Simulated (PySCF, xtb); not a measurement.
ClGaH2O2, SMILES [OH][Ga]([OH])[Cl]. The values are those of a single conformer.

Harmonic wavenumbers (cm⁻¹) from GFN2-xTB (xtb) at its own minimum, in rising order: 113, 150, 164, 333, 351, 373, 523, 562, 615, 647, 3578, 3638.

Q: What does B3LYP-D3(BJ)/def2-SVP (PySCF) give at its own minimum? (Estimate from the structure and the level; the computed values follow.)

A: 148, 175, 179, 324, 345, 420, 694, 743, 823, 850, 3834, 3843. Paired by order, the mean absolute difference is 113 cm⁻¹ and the zero-point energies are 15.8 and 17.7 kcal/mol.
